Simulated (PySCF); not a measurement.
## Deuteron quadrupole couplings in `[SiH3][S][GaH-]1[Cl+][GaH2-][Cl+]1`

Species: Cl₂Ga₂H₆SSi.
Z-matrix (Å and degrees, PBE0-D3(BJ)/def2-SVP geometry), rows numbered from 1:
```
Si
S   1  2.1504
Ga  2  2.2116  1   97.45
Cl  3  2.3385  2  103.77  1  -178.47
Ga  4  2.3954  3   90.42  2   104.95
Cl  3  2.3699  2  107.61  1   -83.66
H   1  1.4951  2  111.23  3   -50.07
H   1  1.4899  2  106.80  3  -169.80
H   1  1.4940  2  111.41  3    70.65
H   3  1.5515  2  129.28  1    47.70
H   5  1.5513  4  105.57  3  -103.72
H   5  1.5531  4  105.51  3   109.64
```

Level: PBE0/pcSseg-1 (PySCF, non-relativistic); Q(2H) = 0.00286 b; rigid geometry, the same for H and D, with no vibrational averaging.

Task: Give the electric field gradient Vzz (the principal value of largest size), its asymmetry and the 2H coupling at each hydrogen.

Result: 
```csv
atom,bonded to,bond length (Å),Vzz (au),η,χzz (kHz)
H7,Si1,1.495,0.1376,0.04,92
H8,Si1,1.490,0.1412,0.03,95
H9,Si1,1.494,0.1383,0.02,93
H10,Ga3,1.552,0.1147,0.03,77
H11,Ga5,1.551,0.1140,0.02,77
H12,Ga5,1.553,0.1134,0.02,76
```

Task: Average by the element that carries the hydrogen.

Result: on Si: 93 kHz over 3 positions, mean bond length 1.493 Å; on Ga: 77 kHz over 3 positions, mean bond length 1.552 Å.

Task: Give the 2H NMR doublet splittings at H8 for a magnetic field along the z, y and x axes of the gradient: 3χ/2, 3χ(1 + η)/4, 3χ(1 − η)/4.

Result: With |χ| = 94.9 kHz and η = 0.027: 142, 73 and 69 kHz, to first order and without motion.

Geometry: PBE0-D3(BJ)/def2-SVP, one conformer, isolated molecule. The calculation is non-relativistic, for gallium too. The small basis limits the accuracy of the gradients.
